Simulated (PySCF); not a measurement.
**Working out the ionisation energy of Hg²⁺**

Hg²⁺ [Xe] 4f14 5d10 (1S) → Hg³⁺ [Xe] 4f14 5d9 (2D). Calculation: PySCF 2.14, in ANO-RCC-VTZP (8s7p5d3f1g, 84 functions); scalar relativity by spin-free X2C-1e. Frozen: [Kr] 4d10 4f14. Energies in hartree (1 hartree = 27.21139 eV):

| part | Hg²⁺ (lower) | Hg³⁺ (upper) |
| --- | --- | --- |
| UHF | -19618.244720 | -19617.013280 |
| CCSD correlation | -0.488917 | -0.437583 |
| (T) | -0.011522 | -0.008767 |

Question: What does Hartree-Fock give?

Answer: (-19617.013280) − (-19618.244720) = 1.231440 hartree = 33.509 eV.

Question: What do CCSD and CCSD(T) give?

Answer: The CCSD correlation energies differ by 0.051334 hartree = 1.397 eV and the triples by 0.002755 hartree = 0.075 eV, so CCSD gives 34.906 eV and CCSD(T) 34.981 eV.

A first-order spin-orbit estimate adds -0.819 eV to CCSD(T) (valence and next inner shell), giving 34.162 eV against 34.49 ± 0.05 eV (measured; NIST Atomic Spectra Database, ionization energies).

What remains against the reference includes basis incompleteness, the frozen core and higher excitations.
